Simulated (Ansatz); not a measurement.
`COB(O)Cl` + CH₄ → `COB(C)O` + HCl  (formal exchange of groups at a B–Cl bond)

Program: Ansatz. Geometries: PBE0-D4/def2-TZVP. ΔE: electronic, gas phase. CBS: MP2 limit from def2 TZ/QZ plus the TZ coupled-cluster correction, frozen cores. This one scheme is used for every species. Functionals use def2-TZVPP. Each species was taken in one conformer, which may not be the lowest.

`COB(O)Cl`:

Z-matrix (Å, degrees):
```
C
O 1 1.415
H 1 1.092 2 111.0
H 1 1.089 2 107.2 3 -119.4
H 1 1.092 2 111.0 3 121.2
B 2 1.350 1 123.5 3 -60.5
Cl 6 1.770 2 122.0 1 0.0
O 6 1.352 2 120.5 1 180.0
H 8 0.962 6 111.6 2 0.0
```

CH₄:

Cartesian coordinates in Å:
```
C 0.000 0.000 0.000
H 0.746 0.575 0.549
H -0.369 -0.810 0.628
H 0.452 -0.415 -0.900
H -0.829 0.651 -0.277
```

`COB(C)O`:

```xyz
12

C    -1.328    0.637    0.846
O    -0.978    0.361   -0.490
B     0.237   -0.171   -0.824
C     1.345   -0.548    0.221
O     0.465   -0.380   -2.153
H    -0.747    1.475    1.243
H    -1.175   -0.232    1.492
H    -2.385    0.905    0.867
H     0.996   -1.334    0.898
H     2.252   -0.904   -0.268
H     1.608    0.305    0.854
H    -0.290   -0.113   -2.685
```

HCl:

Cartesian coordinates in Å:
```
Cl -0.582 0.257 -0.062
H 0.582 -0.257 0.062
```

```csv
level,ΔE (kJ/mol),difference from CCSD(T)/CBS
PBE0-D4,84.9,1.8
B2PLYP,87.4,4.3
HF/def2-TZVPP,90.6,7.5
MP2/def2-TZVPP,88.2,5.1
SCS-MP2/def2-TZVPP,87.2,4.1
CCSD(T)/def2-TZVPP,82.8,-0.3
SCS-MP2/def2-QZVPP,87.3,4.2
HF/CBS(def2),90.1,7.0
MP2/CBS(def2),88.5,5.4
CCSD/CBS(def2),82.2,-0.9
CCSD(T)/CBS,83.1,0
```

Largest T1 diagnostic among the species: 0.012.
